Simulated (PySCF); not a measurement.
A structure optimised at PBE-D3(BJ)/def2-SVP, used in a PySCF frequency run:

```xyz
10

In    -0.0022     0.6203     0.0000
O      1.3618     2.1028     0.0000
H      0.8995     2.9642     0.0000
O     -2.0204     0.7325     0.0000
H     -2.2975     1.6700     0.0000
O      0.7885    -1.2233     0.0000
Si     0.0645    -2.7327     0.0000
H     -0.7990    -2.9501     1.2192
H      1.1590    -3.7652     0.0000
H     -0.7990    -2.9501    -1.2192
```
Charge 0, spin multiplicity 1.

Problem. Write its SMILES, formula and point group.

Solution. [OH][In]([OH])[O][SiH3], H₅InO₃Si, Cs

Problem. What are its rotational constants (standard atomic weights)?

Solution. 4.3270, 1.2556, 0.98456 GHz
